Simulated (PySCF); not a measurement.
Compound: Si(vinyl)3(NHiPr), C9H17NSi.
SMILES: `C=C[Si](C=C)(C=C)NC(C)C`

The closed-shell ground state was solved at several levels (PySCF, density fitting, gas phase, non-relativistic). The structure is a single PBE0-D3(BJ)/def2-SVP conformer in the gas phase; no vibrational or solvent corrections.

| level | basis functions | HOMO (eV) | LUMO (eV) | gap (eV) | dipole (D) |
| --- | --- | --- | --- | --- | --- |
| PBE0/pcSseg-1 | 279 | -6.45 | -0.54 | 5.91 | 0.54 |
| B3LYP/pcSseg-1 | 279 | -6.22 | -0.72 | 5.50 | 0.58 |

Task: Estimate the row for B3LYP/def2-SVPD, a basis of 360 functions; the other rows only guide the guess.

Result: HOMO -6.26 eV, LUMO -0.81 eV, gap 5.45 eV, dipole 0.55 D.

Task: Over all these levels, which gives the widest orbital gap and which the narrowest?

Result: PBE0/pcSseg-1 (global hybrid, 25 % exact exchange) has the widest, 5.91 eV, and B3LYP/def2-SVPD (global hybrid, 20 % exact exchange) the narrowest, 5.45 eV. Functional and basis both differ between the two, so the spread mixes both effects.

Task: How far do the dipole and the HOMO energy spread over the levels?

Result: The dipole runs from 0.54 to 0.58 D (mean 0.56 D) and the HOMO from -6.45 to -6.22 eV.
